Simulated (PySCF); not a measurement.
C5H6O2.
Z-matrix (Å and degrees, GFN2-xTB geometry), rows numbered from 1:
```
C 
C   1  1.3200
O   2  1.3723  1  121.09
C   3  1.3520  2  118.57  1  -179.82
O   4  1.2045  3  124.00  2    -0.12
C   4  1.4758  3  110.05  2   179.96
C   6  1.3255  4  121.20  3  -179.98
H   1  1.0755  2  121.41  3    -0.06
H   1  1.0731  2  120.69  3  -179.99
H   2  1.0832  1  124.27  3  -179.97
H   6  1.0794  4  115.64  3    -0.03
H   7  1.0780  6  120.15  4    -0.02
H   7  1.0763  6  122.32  4  -179.99
```

Computed geometry: GFN2-xTB, gas phase.

Masses are those of the commonest isotopes; rigid-rotor values at the optimised geometry. The values belong to one conformer with, in the numbering `[CH2:1]=[CH:2][O:3][C:4](=[O:5])[CH:6]=[CH2:7]`, C1–C2–O3–C4 180°, C2–O3–C4–O5 0°, O3–C4–C6–C7 180°.

Question: What are A, B and C (cm⁻¹)?

Answer: Ia = 54.44, Ib = 350.77, Ic = 405.20 u·Å²; 505379 MHz·u·Å²/I gives 9284, 1441 and 1247 MHz, that is A = 0.30967, B = 0.04806, C = 0.04160 cm⁻¹.

Question: What kind of rotor is it?

Answer: A near-prolate asymmetric top; Ray's κ = -0.952.

Question: What does the inertial defect say?

Answer: Planar: Δ = Ic − Ia − Ib = 0.00 u·Å². For a rigid frame Δ = −2 Σ m c², so it vanishes when all atoms lie in the ab plane; here none is more than 0.01 Å from it.

Question: Estimate the classical rotational partition function at 25 K, 200 K and 298.15 K.

Answer: Point group Cs, symmetry number σ = 1; q = (√π/σ)·√((kT/h)³/(ABC)), k/h = 20836.6 MHz/K: 5160 at 25 K, 117000 at 200 K, 212000 at 298.15 K.

Not checked by GFN2-xTB frequencies. Constants of a rigid frame at the computed geometry: no zero-point averaging, no centrifugal distortion.
